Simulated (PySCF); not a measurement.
# Hg²⁺: excitation energy

Hg²⁺ [Xe] 4f14 5d10 (1S) → Hg²⁺ [Xe] 4f14 5d9 6p1 (high-spin determinant), as a difference of total energies. All numbers are calculated (PySCF 2.14, a scalar-relativistic core potential, in def2-QZVPPD with the def2 core potential (60 electrons) (7s5p4d4f2g, 88 functions)). Correlated levels: valence: 5s2 5p6 frozen. The calculations carry no spin-orbit coupling.

```
           method  excitation energy (cm⁻¹)
              UHF                    114190
    MP2 (valence)                    121830
SCS-MP2 (valence)                    121990
   CCSD (valence)                    119740
CCSD(T) (valence)                    119840
```

The determinant of the upper state mixes LS terms, which raises its energy above the lowest term, most at the Hartree-Fock and MP2 levels.
